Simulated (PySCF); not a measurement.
H3Sn, SMILES [SnH3-], charge -1. Geometry optimised at PBE-D3(BJ)/def2-TZVPD. The def2 effective core potentials stand for the cores of Sn; spin–orbit coupling is left out.

Method: PBE-D3(BJ)/def2-TZVPD (PySCF 2.14.0).

Harmonic wavenumbers (cm⁻¹): 696, 709, 709, 1498, 1503, 1503. Rotational constants (GHz): 78.06, 78.06, 73.49; symmetry number 3.

Problem. Work out the zero-point energy and the ideal-gas rigid-rotor harmonic-oscillator thermochemistry at 298.15 K and 1 atm.

Solution. ZPE = ½ Σ hcν = ½ × 6619 cm⁻¹ = 9.46 kcal/mol. H − E(el) = 12.05 kcal/mol. Entropy in cal/(mol K): translation 40.30, rotation 15.04, vibration 0.94, total 56.28. G − E(el) = -4.73 kcal/mol. Cp = 10.63 cal/(mol K).
